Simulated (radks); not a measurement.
Values are calculated unless marked as measured or tabulated.
Kinetic energies: the exact non-interacting value of the Kohn-Sham orbitals and orbital-free approximations, in hartree. Species: Yb [Xe] 4f14 6s2; Ag+ [Kr] 4d10; Yb2+ [Xe] 4f14. Code: a radial shooting solver on a logarithmic mesh with Libxc functionals. Model: non-relativistic Kohn-Sham, exchange-only PBE, spin-polarised, spherical densities, point nucleus. Every spin shell is full or empty, so the densities are truly spherical. Functionals are evaluated on that one density, not self-consistently.

| functional | Yb | Ag+ | Yb2+ |
|---|---|---|---|
| exact | 13391.2 | 5196.86 | 13390.6 |
| Thomas-Fermi | 12736 | 4916.8 | 12736 |
| TF + vW | 17702 | 7120.8 | 17702 |
| TF + vW/9 | 13288 | 5161.7 | 13287 |
| TF + vW/5 | 13729 | 5357.6 | 13729 |
| LC94 | 13384 | 5200.6 | 13383 |
| APBEK | 13388 | 5203.6 | 13388 |
| Thakkar | 13283 | 5168.5 | 13283 |
| Pearson | 13265 | 5148.3 | 13264 |
| LKT | 15627 | 6218.1 | 15627 |
| PG1 | 15134 | 6000.0 | 15134 |
| DePristo-Kress | 13357 | 5192.6 | 13356 |
